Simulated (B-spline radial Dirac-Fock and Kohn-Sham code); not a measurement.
## X-ray form factors of tellurium in several charge states

Level of theory: Dirac-Fock orbitals of the configuration average with a finite nucleus; a radial B-spline solver.

Configurations: Te⁴²⁺ [He] 2s2 2p6; Te⁴⁴⁺ [He] 2s2 2p4; Te⁴⁵⁺ [He] 2s2 2p3; Te⁴⁸⁺ [He] 2s2. The first column is f₀ of Te⁴²⁺, the others are differences from it.

```tsv
s (Å⁻¹)	Te⁴²⁺	Δ Te⁴⁴⁺	Δ Te⁴⁵⁺	Δ Te⁴⁸⁺
0	10.000	-2.000	-3.000	-6.000
0.05	9.998	-1.999	-2.999	-5.999
0.1	9.992	-1.998	-2.997	-5.994
0.15	9.982	-1.995	-2.993	-5.987
0.2	9.968	-1.992	-2.988	-5.977
0.25	9.949	-1.987	-2.981	-5.964
0.3	9.927	-1.982	-2.973	-5.948
0.35	9.901	-1.975	-2.963	-5.930
0.4	9.871	-1.967	-2.952	-5.908
0.45	9.837	-1.959	-2.939	-5.884
0.5	9.799	-1.949	-2.925	-5.858
0.6	9.713	-1.927	-2.893	-5.796
0.7	9.612	-1.902	-2.855	-5.724
0.8	9.497	-1.873	-2.812	-5.643
0.9	9.370	-1.841	-2.765	-5.552
1	9.230	-1.805	-2.713	-5.453
1.1	9.078	-1.767	-2.657	-5.346
1.2	8.916	-1.727	-2.597	-5.231
1.4	8.565	-1.639	-2.467	-4.982
1.6	8.182	-1.544	-2.327	-4.712
```

Values without a named source are computed, but for edge energies of neutral atoms, which are taken from tables.
